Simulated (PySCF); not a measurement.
Coordinates in bohr (charge 0 multiplicity 1):
```
Zr    0.2937   -0.0034    0.0000
O    -0.0018   -3.2997    0.0000
O    -0.7285    1.5882   -3.1937
O    -0.7285    1.5882    3.1937
H    -1.4432    1.2064   -4.8152
H    -1.4432    1.2064    4.8152
```

These are results of PySCF, PBE0, basis Zr def2-SVP with ECP28, O def2-SVP, H def2-SVP (scalar-relativistic core potentials, no spin–orbit coupling, density fitting), not measurements.

This geometry of ZrO(OH)2 is a stationary point at this level.

What is the point group?

Cs.

Is it a minimum?

Yes: all harmonic wavenumbers are real.

List the harmonic modes with their infrared intensities.


| symmetry | ω (cm⁻¹) | IR (km/mol) |
| --- | --- | --- |
| a' | 94 | 28.8 |
| a' | 169 | 2.7 |
| a'' | 191 | 23.7 |
| a' | 339 | 298 |
| a'' | 376 | 8.3 |
| a'' | 492 | 79.6 |
| a' | 519 | 266 |
| a' | 679 | 68.7 |
| a'' | 700 | 218 |
| a' | 964 | 217 |
| a'' | 3972 | 304 |
| a' | 3975 | 41.0 |

Give the atomic charges and bond orders.


```tsv
atom	Mulliken	Löwdin	polar tensor	Mayer order to Zr1
Zr1	0.98	0.43	2.36	–
O2	-0.40	-0.23	-1.00	2.32
O3,4	-0.49	-0.20	-1.02	1.14
H5,6	0.20	0.10	0.34	0.04
```
Other Mayer orders above 0.3: O–H 0.94 (×2).

Stability towards spin polarisation was not tested. Only a few start shapes were tried, so a lower isomer may exist.
